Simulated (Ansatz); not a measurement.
Ansatz (a quantum-chemistry and plane-wave program) input (CCSD(T)/def2-SVPD):

Ansatz 0.2 input:
```yaml
crystal:
  periodic: [false, false, false]
  atoms:
    - {symbol: Cs, position_ang: [-0.00000000, -0.00000000, -1.22009712]}
    - {symbol: Br, position_ang: [0.00000000, 0.00000000, 1.91729547]}
basis:
  gaussian:
    orbitals: def2-SVPD
magnetization: {spin_polarized: false}
correlation: {method: ccsd_t, electrons: outside_noble_gas}
output: {forces: true}
```

Output:

```
Functional definition: HF
integrals: 0.04 GiB planned
643 factors; integrals over basis functions are off by at most 5.6e-4 eV
mean field: 0.19 GiB planned
mean field evaluation 1: about -70532.4514 eV, gradient 1.6e1 eV
mean field evaluation 2: about -70532.5078 eV, gradient 1.6e1 eV
mean field evaluation 4: about -70533.4492 eV, gradient 9.5e-1 eV
mean field evaluation 8: about -70533.4550 eV, gradient 4.4e-3 eV
mean field evaluation 16: about -70533.4483 eV, gradient 1.1e0 eV
mean field -70533.45503051 eV, -2592.0566630781 hartree, gradient 3.5e-6 eV, S^2 0.000000; 0 other end points of the search recorded, 0 dependent functions left out
18 core orbitals not correlated, not the lowest: weight in the atoms' cores, before any rotation towards them, 0.953 or more for the frozen orbitals, at most 0.040 for the correlated occupied ones
reference -70533.45503051 eV, -2592.0566630781 hartree; 4, 4 occupied and 46, 46 virtual orbitals, 643 factors
densities: 0.13 GiB planned
second order -3.62229385 eV of doubles, -0.00000000 eV of singles
coupled cluster: 0.11 GiB planned
cycle   1  -3.85180334 eV  change   -2.3e-1 eV  update   3.4e-2
cycle   2  -3.90441761 eV  change   -5.3e-2 eV  update   1.0e-2
cycle   3  -3.91310826 eV  change   -8.7e-3 eV  update   4.4e-3
cycle   4  -3.91302300 eV  change    8.5e-5 eV  update   1.2e-3
cycle   5  -3.91246139 eV  change    5.6e-4 eV  update   5.3e-4
cycle   6  -3.91234282 eV  change    1.2e-4 eV  update   1.7e-4
cycle   7  -3.91234656 eV  change   -3.7e-6 eV  update   6.1e-5
cycle   8  -3.91236269 eV  change   -1.6e-5 eV  update   2.1e-5
cycle   9  -3.91236489 eV  change   -2.2e-6 eV  update   7.5e-6
perturbative correction -0.09168818 eV, -0.0033694785 hartree
the calculation of the forces begins
Total energy: -70537.45908357 eV, -2592.2038093143 hartree
Atom 0 at    -0.000000    -0.000000    -1.220097 Å, force    -0.000000     0.000000    -0.564047 eV/Å
Atom 1 at     0.000000     0.000000     1.917295 Å, force     0.000000    -0.000000     0.564047 eV/Å
Dipole moment:     0.000000    -0.000000    -2.489488 e Å
```
